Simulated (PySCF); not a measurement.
# `FC(F)C1([S-])CC1`: 4 charge schemes on one density

Species: C₄H₅F₂S (charge -1).
Geometry (GFN2-xTB, Å), atoms numbered from 1 in this order:
```xyz
12
C4H5F2S angstrom
F      1.8726    1.0389   -0.6232
C      1.4278   -0.0959    0.0062
F      1.5862   -1.0718   -0.9531
C      0.0256    0.0317    0.5417
S      0.0295    0.1636    2.3100
C     -1.0776   -0.7051   -0.1804
C     -0.9707    0.7846   -0.3063
H      2.1365   -0.3181    0.8150
H     -1.8692   -1.1057    0.4362
H     -0.8291   -1.3158   -1.0389
H     -0.6372    1.1985   -1.2499
H     -1.6930    1.3944    0.2167
```

Density: PBE0/pcSseg-1 (PySCF); schemes: Mulliken, IAO, Hirshfeld and ESP-fitted. Isolated species at its GFN2-xTB geometry (one conformer only). The pcSseg-1 basis has no diffuse functions, a weakness for an anion. The HOMO energy is positive at this level (+0.09 eV), so the outermost electrons may be held by the finite basis alone.

Q: Atoms with like bonding are taken together and averaged. At which atom do the 4 schemes differ most?

A: At C2: from +0.127 (Hirshfeld) to +0.640 e (Mulliken), 0.513 e apart.

Q: For which atoms does the sign change between the 4 schemes (beyond +0.03 e in one, beyond −0.03 e in another)?

A: For none.

Q: Do the Mulliken, IAO, Hirshfeld and ESP-fitted schemes agree on where the charge is highest?

A: All schemes agree: Mulliken C2 (+0.640); IAO C2 (+0.430); Hirshfeld C2 (+0.127); ESP-fitted C2 (+0.569).

Q: Give the atomic charges in each scheme.

A: In e; atoms taken as equivalent share a row and are averaged (×n: the atom named and its like, n in all):

```json
{"atom": "F1/F3", "environment": "fluorine of a CF2 group", "Mulliken": "-0.344", "IAO": "-0.338", "Hirshfeld": "-0.143", "ESP-fitted": "-0.286"}
{"atom": "C2", "environment": "CHF2 carbon", "Mulliken": "+0.640", "IAO": "+0.430", "Hirshfeld": "+0.127", "ESP-fitted": "+0.569"}
{"atom": "C4", "environment": "sp3 carbon bound to sulfur", "Mulliken": "-0.505", "IAO": "-0.095", "Hirshfeld": "-0.056", "ESP-fitted": "-0.067"}
{"atom": "S5", "environment": "thiolate sulfur", "Mulliken": "-0.597", "IAO": "-0.719", "Hirshfeld": "-0.612", "ESP-fitted": "-0.783"}
{"atom": "C6/C7", "environment": "three-membered-ring carbon", "Mulliken": "-0.141", "IAO": "-0.306", "Hirshfeld": "-0.127", "ESP-fitted": "-0.337"}
{"atom": "H8", "environment": "methine hydrogen", "Mulliken": "+0.069", "IAO": "+0.147", "Hirshfeld": "+0.014", "ESP-fitted": "-0.017"}
{"atom": "H9/H12", "environment": "methylene hydrogen", "Mulliken": "+0.097", "IAO": "+0.140", "Hirshfeld": "+0.021", "ESP-fitted": "+0.145"}
{"atom": "H10/H11", "environment": "methylene hydrogen", "Mulliken": "+0.084", "IAO": "+0.122", "Hirshfeld": "+0.013", "ESP-fitted": "+0.126"}
```

Mean size of the charges over all atoms: ESP-fitted 0.269 e, IAO 0.267 e, Mulliken 0.262 e, Hirshfeld 0.118 e. Each set sums to the total charge, -1, to within 0.001 e. The IAO scheme projects the occupied orbitals on a minimal set of polarised atomic orbitals and counts the electrons in each atom's part of it.

Q: Sum the charges by element, for elements with more than one atom.

A: 
| element | atoms | Mulliken | IAO | Hirshfeld | ESP-fitted |
| --- | --- | --- | --- | --- | --- |
| F | 2 | -0.688 | -0.676 | -0.285 | -0.572 |
| C | 4 | -0.146 | -0.276 | -0.183 | -0.171 |
| H | 5 | +0.430 | +0.672 | +0.081 | +0.526 |

Q: How many electrons does the ESP-fitted scheme count on C7?

A: Its own charge is -0.341 e, so Z − q = 6.341.
